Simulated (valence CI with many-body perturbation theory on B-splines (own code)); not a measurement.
Sm¹¹⁺: one-electron terms

Method: valence CI with perturbative core correlation (CI+MBPT): five valence electrons over a frozen Dirac-Fock core [Kr] 4d10, radial functions for each j: 7 s, 7 p, 7 d, 7 f, 4 g, 2 h, with the one-electron correlation potential Σ1, the two-electron term Σ2, the three-electron term Σ3, Breit, model QED; selected CI, second order for the rest, scaled by the run's own slope (own B-spline code, finite nucleus).

No measured spectrum was set against this ion. As an estimate, terms of the open shell hold to a few per cent of their energy, and close levels can change places. Among the levels kept, up to 2300 cm⁻¹ of a level comes from second order outside the variational space, and about a tenth of that is noise between levels of different J, which matters for small intervals.

These are the spectroscopic orbitals of the CI (the correlating ones are not listed), shaped by the core and the other valence electrons. h is the expectation value of the core's Dirac-Fock operator, without the valence repulsion; Σ1 is computed up to l = 3 at one energy for each symmetry, that of its lowest orbital but kept below the first core excitation, so for empty shells it is not the orbital's own correlation shift; Breit and QED include the response of the core.

| Orbital | h (hartree) | Σ1 (cm⁻¹) | Breit (cm⁻¹) | QED (cm⁻¹) | ⟨r⟩ (bohr) |
| --- | --- | --- | --- | --- | --- |
| 5s1/2 | -10.82 | -16586 | 845 | 782 | 1.229 |
| 6s1/2 | -6.3434 | -4903 | 375 | 340 | 2.128 |
| 7s1/2 | -4.1706 | -2138 | 186 | 169 | 3.304 |
| 5p1/2 | -9.8842 | -15544 | 1343 | -18.1 | 1.287 |
| 6p1/2 | -5.8626 | -4435 | 539 | -7.5 | 2.273 |
| 7p1/2 | -3.9149 | -2078 | 287 | -4.0 | 3.483 |
| 5p3/2 | -9.5896 | -14371 | 761 | 54.9 | 1.331 |
| 6p3/2 | -5.7283 | -4231 | 311 | 22.0 | 2.330 |
| 7p3/2 | -3.8419 | -2009 | 179 | 11.8 | 3.552 |
| 5d3/2 | -8.0198 | -10895 | 326 | -42.0 | 1.514 |
| 6d3/2 | -4.9781 | -3900 | 156 | -19.7 | 2.601 |
| 7d3/2 | -3.4182 | -1975 | 88.9 | -11.1 | 3.924 |
| 5d5/2 | -7.9631 | -10490 | 157 | -21.2 | 1.528 |
| 6d5/2 | -4.9512 | -3788 | 76.4 | -10.0 | 2.617 |
| 7d5/2 | -3.403 | -1924 | 44.5 | -5.6 | 3.943 |
| 4f5/2 | -11.055 | -24366 | -449 | -139 | 0.7547 |
| 5f5/2 | -6.1594 | -6298 | -63.6 | -31.6 | 1.857 |
| 4f7/2 | -11.025 | -23942 | -807 | -114 | 0.7590 |
| 5f7/2 | -6.1487 | -6266 | -148 | -25.0 | 1.861 |
| 5g7/2 | -4.9424 |  | -9.7 | -0.9 | 2.169 |
| 5g9/2 | -4.9426 |  | -13.3 | -0.3 | 2.169 |

Among the shells of the start configuration 4f3 5s2, Σ1 is largest in size for 4f5/2, where it is 1.0 % of h.

Lowest root of each symmetry, sizes in configuration state functions:

```tsv
J	Parity	Roots	Reference	Variational	Second order	Change by selected CI (cm⁻¹)	Change by second order (cm⁻¹)
1/2	even	7	73	31996	1864821	-10148	-159
3/2	even	16	131	31992	3160117	-9921	-404
5/2	even	19	164	30678	4591932	-9639	-701
7/2	even	20	171	29930	5948525	-8397	-721
9/2	even	22	160	30365	5199614	-8283	-834
11/2	even	19	128	30675	5674633	-8331	-784
13/2	even	14	91	30796	4322278	-8470	-648
15/2	even	13	55	31540	3836654	-8681	-453
17/2	even	8	29	31980	2529221	-8958	-204
19/2	even	3	10	31991	1662921	-10934	-93
21/2	even	2	3	25681	999583	-11076	-56
1/2	odd	10	48	31994	1782734	-23066	-470
3/2	odd	17	89	31985	3365551	-21638	-740
5/2	odd	21	113	31980	3073599	-21101	-1288
7/2	odd	21	122	31987	3381351	-21139	-1250
9/2	odd	19	115	31997	3600585	-20420	-1022
11/2	odd	15	96	31996	4866580	-20405	-1076
13/2	odd	8	69	31984	3491962	-20894	-629
15/2	odd	5	48	31990	3659903	-21249	-329
17/2	odd	1	28	28763	1977203	-22376	-101
```
